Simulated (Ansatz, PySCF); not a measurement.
GaH, SMILES [GaH] (connectivity only; charge and spin as stated), neutral, multiplicity 1. Atoms are numbered in the order given.

```xyz
2

Ga     0.0000     0.0000     0.0521
H      0.0000     0.0000     1.7335
```

Geometry optimised at PBE0-D3(BJ)/def2-TZVPD.

Two levels are set side by side: PBE-D3(BJ)/def2-TZVPD (Ansatz, a program for electronic structure) and PBE0-D3(BJ)/def2-TZVPD (Ansatz). Each level has its own optimised geometry; the coordinates shown are those of the second. Frequencies come from the Hessian of PySCF at each geometry. Differences are taken from unrounded values.

| quantity | PBE0-D3(BJ) | PBE-D3(BJ) | PBE-D3(BJ) minus PBE0-D3(BJ) |
|---|---|---|---|
| bond Ga1–H2 (Å) | 1.681 | 1.699 | 0.018 |
| highest harmonic wavenumber (cm⁻¹) | 1598 | 1529 | -69 |
| mean harmonic wavenumber (cm⁻¹) | 1598 | 1529 | -69 |
| zero-point energy (kcal/mol) | 2.28 | 2.19 | -0.10 |
